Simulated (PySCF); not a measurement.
Geometry:
| atom | x (Å) | y (Å) | z (Å) |
| --- | --- | --- | --- |
| C1 | -2.191 | -3.504 | -0.586 |
| C2 | -1.020 | -2.597 | -0.931 |
| C3 | -1.173 | -1.188 | -0.370 |
| P4 | 0.201 | -0.032 | -0.857 |
| C5 | 1.512 | -0.606 | 0.331 |
| C6 | 2.823 | 0.162 | 0.214 |
| C7 | 3.908 | -0.368 | 1.140 |
| C8 | -0.364 | 1.499 | 0.035 |
| C9 | -1.485 | 2.247 | -0.676 |
| C10 | -1.881 | 3.535 | 0.030 |
| H11 | -3.136 | -3.103 | -0.985 |
| H12 | -2.310 | -3.605 | 0.504 |
| H13 | -2.056 | -4.515 | -1.002 |
| H14 | -0.085 | -3.048 | -0.555 |
| H15 | -0.901 | -2.537 | -2.027 |
| H16 | -1.265 | -1.215 | 0.732 |
| H17 | -2.109 | -0.743 | -0.751 |
| H18 | 1.124 | -0.562 | 1.365 |
| H19 | 1.693 | -1.672 | 0.110 |
| H20 | 2.649 | 1.231 | 0.432 |
| H21 | 3.171 | 0.125 | -0.832 |
| H22 | 4.137 | -1.423 | 0.920 |
| H23 | 4.843 | 0.204 | 1.038 |
| H24 | 3.596 | -0.313 | 2.195 |
| H25 | -0.662 | 1.240 | 1.068 |
| H26 | 0.518 | 2.158 | 0.120 |
| H27 | -1.171 | 2.466 | -1.711 |
| H28 | -2.370 | 1.593 | -0.766 |
| H29 | -1.028 | 4.228 | 0.100 |
| H30 | -2.229 | 3.337 | 1.056 |
| H31 | -2.691 | 4.056 | -0.503 |

Geometry: PBE0-D3(BJ)/def2-SVP; GIAO shifts from PySCF 2.14.0 with density-fitted response routines, gas phase, non-relativistic, averaged over equivalent atoms.

At PBE0/pcSseg-1 (282 basis functions, 91 s wall time on 1 thread of an Arm Neoverse V1, shared host):
```tsv
atoms	δ (ppm)
C3/C5/C8	35.3
C2/C6/C9	22.4
C1/C7/C10	18.6
P4	-49.7
H14/H15/H20/H21/H27/H28	1.25
H11/H12/H13/H22/H23/H24/H29/H30/H31	1.05
H16/H17/H18/H19/H25/H26	1.05
```

Shifts are taken against calculated references (same method and geometry level): TMS for ¹³C (σref 184.41), ¹H (σref 31.27); H3PO4 for ³¹P (σref 310.13).

Predict the values at KT2/pcSseg-1 on the same geometry.

Answers


```csv
atoms,δ at KT2/pcSseg-1,change
C3/C5/C8,37.7,+2.4
C2/C6/C9,24.3,+1.9
C1/C7/C10,19.0,+0.4
P4,-42.9,+6.8
H14/H15/H20/H21/H27/H28,1.34,+0.09
H11/H12/H13/H22/H23/H24/H29/H30/H31,1.07,+0.02
H16/H17/H18/H19/H25/H26,1.15,+0.10
```

δ = σ(ref) − σ, references computed at the same level: ¹³C (183.22 ppm) and ¹H (31.18 ppm) vs TMS; ³¹P (325.43 ppm) against H3PO4.

The largest change is at P4 (phosphorus bonded to 3 C). Cost: 282 basis functions, 120 s wall time on 1 thread of an Arm Neoverse V1, shared host. The order of the carbon signals is the same at both levels.

Experimental scales use liquid or dissolved standards, which lie at an offset from isolated H3PO4.
